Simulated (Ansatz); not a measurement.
Relaxation of ClF4HW (7 atoms, charge 0, multiplicity 1), to a largest force component of 0.02 eV/Å in at most 40 steps.

The calculation used RKS BLYP-D4/def2-SVP in Ansatz 0.2.0.

```xyz
7
Properties=species:S:1:pos:R:3:forces:R:3
W 0.000 0.000 0.000 0.00 -1.86 -0.56
F 0.000 0.000 1.850 0.00 0.03 2.52
F 1.850 0.000 0.000 0.49 0.05 -0.30
F 0.000 1.850 0.000 0.00 0.56 -0.38
F -1.850 0.000 0.000 -0.49 0.05 -0.30
Cl 0.000 -2.390 0.000 0.00 1.17 -0.31
H 0.000 0.000 -1.720 0.00 0.01 -0.67
```

Q: Where does it end, and by what steps?

A: The run converged. After 9 steps the energy has fallen by 0.407 eV; F2 moved furthest, 0.41 Å.

```tsv
step	energy less start (eV)	largest force component (eV/Å)	accepted
0	0.0000	2.516	yes
1	-0.2778	0.863	yes
2	-0.3034	0.404	yes
3	-0.3495	0.353	yes
4	-0.3637	1.471	yes
5	-0.3861	0.600	yes
6	-0.4023	0.319	yes
7	-0.4010	0.320	no
8	-0.4066	0.111	yes
9	-0.4072	0.007	yes
```

```xyz
7
Properties=species:S:1:pos:R:3
W 0.000 -0.112 0.115
F 0.000 0.398 1.955
F 1.863 -0.187 0.078
F 0.000 1.766 -0.133
F -1.863 -0.187 0.078
Cl 0.000 -2.355 -0.363
H 0.000 0.137 -1.598
```

Whether the end is a true minimum wasn't checked by a vibrational analysis.

Run time: 25 s on 2 threads of Arm Neoverse V2, with other jobs on the host, peak memory 0.16 GiB.
